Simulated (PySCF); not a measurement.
## Be⁺ (beryllium, charge +1): UHF calculation

Configuration: [He] 3d1, 2D determinant (an excited configuration). Calculation: PySCF 2.14, in aug-cc-pVDZ-DK; the spin-free X2C one-electron Hamiltonian (Gaussian nucleus).

| Quantity | Value |
| --- | --- |
| Total energy | -13.823933 hartree |
| One-electron energy | -16.6060 hartree |
| Hartree (Coulomb) energy | 5.1679 hartree |
| Exchange energy | -2.3858 hartree |
| ⟨S²⟩ | 0.7500 |
| ⟨L²⟩ | 6.000 |
| Sum of ⟨r⟩ | 5.230 bohr |
| Sum of ⟨r²⟩ | 21.66 bohr² |
| Traceless quadrupole moment −½Σ⟨3z² − r²⟩ along its main axis | 6.06 e·bohr² |
| Langevin diamagnetic susceptibility | -17.2 ×10⁻⁶ cm³/mol |

| shell | electrons | mean orbital energy (eV) | rms radius, mean of both spins (bohr) |
| --- | --- | --- | --- |
| 1s α | 1 | -147.36 | 0.482 |
| 1s β | 1 | -147.36 | 0.482 |
| 3d α | 1 | -5.735 | 4.60 |

The outer electron is Rydberg-like, and this basis confines it to a smaller radius and binds it less than a complete one would.

Spin-orbit constants ζ (cm⁻¹) from the X2C one-electron operator on these orbitals: bare nucleus, nucleus screened by l(l+1)(2l+1)/3 electrons, and screened by the Breit-Pauli mean field of the electrons.

```csv
shell,bare,screened nucleus,mean field
3d,0.5844,0.2922,0.2685
```

To first order the Landé constant is A = 0.2685 cm⁻¹, so the lowest level has J = 3/2 and lies 4.99e-05 eV below the centre of the term.
